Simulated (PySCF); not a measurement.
H4Si2Sn: where a starting geometry ends

The starting geometry of this gas-phase singlet was optimised with GFN2-xTB.

```yaml
atoms:
  - { symbol: Si, position_ang: [-1.2090, -0.8071, -2.2427] }
  - { symbol: Si, position_ang: [0.0324, 0.7658, 0.5793] }
  - { symbol: Sn, position_ang: [-0.6794, 1.4957, -1.6381] }
  - { symbol: H, position_ang: [-1.7419, -1.2132, -3.5491] }
  - { symbol: H, position_ang: [-1.1586, -2.1200, -1.5900] }
  - { symbol: H, position_ang: [0.5212, 1.6725, 1.6254] }
  - { symbol: H, position_ang: [0.1440, -0.5067, 1.2992] }
```

Problem. Where would you expect an optimisation with PBE0-D3(BJ)/def2-SVP to take it?

Solution. It rearranges to `[SiH2]1[SiH2][Sn]1`. Distances that change by over a tenth: Si1–Sn3 (2.44 → 2.69 Å), Si2–Sn3 (2.44 → 2.69 Å). Contacts that close: Si1–Si2 (3.46 → 2.29 Å).

The energy falls by 1.04 eV over 45 steps:

```csv
step,E − E(last) (eV)
1,1.038
6,0.665
11,0.650
16,0.632
21,0.169
25,0.011
30,0.004
35,0.004
40,0.001
45,0.000
```

Final geometry (Å):

```xyz
7

Si   -1.0435   -0.7419   -1.6442
Si   -0.3009    0.4498    0.1679
Sn    0.6062    1.3026   -2.2148
H    -2.4096   -0.3125   -2.0854
H    -0.8124   -2.2027   -1.8497
H    -1.1880    1.1676    1.1308
H     0.8605   -0.2113    0.8458
```

No frequencies were run, so the end isn't proven a minimum. Atoms past krypton carry core potentials, without spin–orbit terms. Run with PySCF 2.14.0, 2.6 min on 2 threads of Intel(R) Xeon(R) 6975P-C (Granite Rapids) (shared host).
